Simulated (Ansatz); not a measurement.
Geometry optimisation, Ansatz, RKS revPBE/def2-SVP.

Input file:

```yaml
crystal:
  periodic: [false, false, false]
  atoms:
    - { symbol: C, position_ang: [-1.03366, 0.61875, -0.36732] }
    - { symbol: C, position_ang: [-0.19867, -0.22542, 0.59937] }
    - { symbol: Si, position_ang: [0.08513, 0.63464, 2.26745] }
    - { symbol: O, position_ang: [1.41907, 1.11662, 2.77784] }
    - { symbol: H, position_ang: [-1.17491, 0.09175, -1.30934] }
    - { symbol: H, position_ang: [-2.01484, 0.82742, 0.05589] }
    - { symbol: H, position_ang: [-0.54847, 1.5702, -0.58033] }
    - { symbol: H, position_ang: [0.76641, -0.44093, 0.13489] }
    - { symbol: H, position_ang: [-0.69761, -1.18908, 0.73747] }
    - { symbol: H, position_ang: [-1.19045, 0.78745, 2.9579] }
basis:
  gaussian: { orbitals: def2-SVP }
hamiltonian:
  xc: revpbe
relax:
  f_tol: 0.015
  max_steps: 40
output:
  orbitals: {}
```

Launched with:

```bash
$ ansatz run input.yaml --threads 1 --pin off --max-ram 2048MiB --backend cpu --events-out ev --progress --plain --runs-dir out
```

Where does it end, and by what steps?

The forces met the threshold. After 14 steps the energy has fallen by 0.170 eV; O4 moved furthest, 0.45 Å.

| step | energy less start (eV) | largest force component (eV/Å) | accepted |
| --- | --- | --- | --- |
| 0 | 0.0000 | 2.491 | yes |
| 1 | -0.1363 | 1.152 | yes |
| 2 | -0.1604 | 0.180 | yes |
| 3 | -0.1656 | 0.106 | yes |
| 4 | -0.1675 | 0.119 | yes |
| 5 | -0.1696 | 0.061 | yes |
| 6 | -0.1696 | 0.045 | no |
| 7 | -0.1698 | 0.020 | yes |
| 8 | -0.1700 | 0.039 | yes |
| 9 | -0.1703 | 0.021 | yes |
| 10 | -0.1704 | 0.024 | yes |
| 11 | -0.1705 | 0.021 | yes |
| 12 | -0.1705 | 0.021 | yes |
| 13 | -0.1705 | 0.019 | no |
| 14 | -0.1705 | 0.009 | yes |

```xyz
10
Properties=species:S:1:pos:R:3
C -1.099 0.592 -0.382
C -0.134 -0.163 0.558
Si 0.110 0.620 2.264
O 1.452 0.752 3.045
H -1.266 0.024 -1.320
H -2.094 0.753 0.085
H -0.701 1.588 -0.666
H 0.870 -0.301 0.106
H -0.521 -1.191 0.758
H -1.206 1.116 2.826
```

Whether the end is a true minimum wasn't checked by a vibrational analysis.

The run took 45 s on 1 thread of Arm Neoverse V1, with other jobs on the host, peak memory 0.12 GiB.
